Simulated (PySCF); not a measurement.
**Chromium: a sound run and one with changed settings**

Sound run: Cr⁺ [Ar] 3d5, Cr²⁺ [Ar] 3d4. Calculation: PySCF 2.14, in aug-cc-pVDZ-DK; scalar relativity by spin-free X2C-1e. The sound run starts from symmetry-adapted Hartree-Fock orbitals and uses a fine grid where one is needed.

Changed run: 26 angular points. This setting is unsound on purpose.

```tsv
species	method	sound run (hartree)	changed run (hartree)	converged
Cr⁺	UHF	-1049.43264	-1049.43264	yes
Cr⁺	LDA	-1048.18862	-1048.18862	yes
Cr⁺	r2SCAN	-1050.48721	-1050.48721	yes
Cr²⁺	UHF	-1048.87917	-1048.87917	yes
Cr²⁺	LDA	-1047.54809	-1047.56228	yes
Cr²⁺	r2SCAN	-1049.86814	-1049.89106	yes
```

Ionisation energy of Cr⁺:

| method | sound run (eV) | changed run (eV) |
| --- | --- | --- |
| UHF | 15.061 | 15.061 |
| LDA | 17.430 | 17.044 |
| r2SCAN | 16.846 | 16.222 |

A coarse angular grid integrates products of high-l functions wrongly, so density functionals can shift, and the SCF can exploit the error; Hartree-Fock and MP2 need no grid.

For comparison, NIST gives 16.486 eV between the lowest levels.
